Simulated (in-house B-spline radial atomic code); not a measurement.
Values are calculated unless marked as measured or tabulated.
## Two electrons in Si: a spherical dot of radius 21.8 nm with hard walls with an ionised donor at its centre

For Si the NSM archive of the Ioffe Institute lists m_l = 0.98 m0, m_t = 0.19 m0 and ε = 11.7; the model takes one isotropic valley with the conductivity mass 3/(1/m_l + 2/m_t) = 0.26 m0, and so misses anisotropy and the other valleys. All triplets below are those of one valley; with several valleys two electrons can form a triplet in the 1s orbital itself, at an energy set by the valley splitting. Real donors also feel a central-cell potential, which shifts the ground state.

Effective-mass model with parabolic bands, a uniform dielectric constant, no image charges, no central-cell or spin-orbit terms. Two-electron levels come from full CI in B-splines with partial waves to l = 5 (up to 0.001 effective hartree above the limit).

What are the effective units, and what is the potential in them?

Ha* = 27211.386 meV × 0.26/11.7² = 51.68 meV and a* = 0.0529177 nm × 11.7/0.26 = 2.381 nm. The radius is R = 9.14 a*, with −1/r added.

In these units the lowest s and p orbitals lie at -0.499997 and -0.114640, and their Coulomb and exchange integrals are J_ss = 0.625049, J_sp = 0.276592 and K_sp = 0.02274. Full CI gives -0.522843 for the ground singlet, -0.392307 for the sp triplet, -0.379041 for the sp singlet and -0.400300 for the lowest triplet of two s orbitals.

What does it cost to add the second electron, to first order and exactly?

To first order E = 2ε_s + J_ss = -0.374944, so the charging energy E(2) − 2E(1) is J_ss = 32.3 meV. CI gives -0.522843 − 2 × (-0.499997) = 0.477150, or 24.66 meV: relaxation and correlation lower it by 7.644 meV, 23.7 % of J_ss. The s² configuration of one-electron orbitals holds 68.9 % of the state, and the mean radius is 5.67 nm.

How far above the singlet do the triplets lie?

To first order the sp triplet lies at ε_s + ε_p + J_sp − K_sp = -0.360781, which is 0.732 meV above 2ε_s + J_ss. CI gives -0.392307 − (-0.522843) = 0.130536, or 6.747 meV, 34 % of the orbital spacing of 19.92 meV. The ss triplet lies 6.333 meV up, so the lower of the two is the ss one, and its gap equals k_BT at 73.5 K. The sp singlet-triplet splitting is 0.6856 meV, against 2K_sp = 2.35 meV.
